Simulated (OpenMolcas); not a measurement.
# Ir3+: moving the ligands

Ir3+ with 6 ligands (oxide) in octahedral coordination (Oh) at 2.06 Å. A charge of +1.5 e stands 2.4 Å behind each ligand. Ligand basis ANO-RCC-VDZP.

```json
{
 "Program": "OpenMolcas 26.06",
 "Method": "CASSCF",
 "Basis": "ANO-RCC-VTZP [8s7p5d3f1g]",
 "Scalar Hamiltonian": "DKH2, point nucleus",
 "Active space": "6 electrons in 5 orbitals (5d)",
 "State averaging": "2S+1 = 5 even, 5 roots; 2S+1 = 3 even, 45 roots; 2S+1 = 1 even, 50 roots",
 "Spin-orbit coupling": "RASSI with atomic mean-field integrals over the reference wave functions"
}
```

Runs around this geometry, states (labels of O, the rotations of Oh). Energies in cm-1 above the lowest state or level, χT in cm3 K/mol.

```json
{"R (Å)": "1.97", "Ground state": "1A1", "First state of that spin": "1T1 13761", "First gap with spin-orbit (degeneracies)": "7102 (1, 2)", "χT at 300 K": "0.066", "First state of another spin": "2S+1 = 3: 8414"}
{"R (Å)": "2.06", "Ground state": "1A1", "First state of that spin": "1T1 14004", "First gap with spin-orbit (degeneracies)": "6377 (1, 2)", "χT at 300 K": "0.082", "First state of another spin": "3T1 8058"}
{"R (Å)": "2.12", "Ground state": "1A1", "First state of that spin": "1T1 13167", "First gap with spin-orbit (degeneracies)": "5141 (1, 2)", "χT at 300 K": "0.109", "First state of another spin": "5T2 6042"}
```

Without dynamic correlation the repulsion within the d shell is too large (B by tens of per cent), so at a given field states of lower spin stand too high. This shell can be high or low spin here, a state of another spin lies low, and with metal d orbitals alone active their balance is uncertain, so the ground spin may be wrong, although the usual error favours high spin. The oxide ions are held by bare point charges, a crude embedding. With metal d orbitals alone the field can be off either way by tens of per cent. Ligand-to-metal charge-transfer states are missing. With no ligand orbital active B as a rule stays too high, so bands that hang on it stand too high and its fall with covalency is understated. Spin-orbit coupling mixes the spin-free states strongly: the lowest level takes only 65 % from its leading state, 1A1 (figures for R = 1.97; the like holds for R = 2.06, R = 2.12). The least metal-like active orbital is 66 % on the metal (Löwdin) and no ligand orbital is active, so the numbers are rough, and ground spin, moment and any spin crossover can be artefacts of this space; highly charged d ions in such sites are as a rule low spin (holds for R = 1.97). The least metal-like active orbital is 73 % on the metal (Löwdin) and no ligand orbital is active, so the numbers are rough (holds for R = 2.06). The least metal-like active orbital is 76 % on the metal (Löwdin) and no ligand orbital is active, so the numbers are rough (holds for R = 2.12). No measured value stands beside these numbers; the geometry is a model, was not optimised and need not be the one that this ion takes.

A state without a sure symmetry label is named by its multiplicity alone.
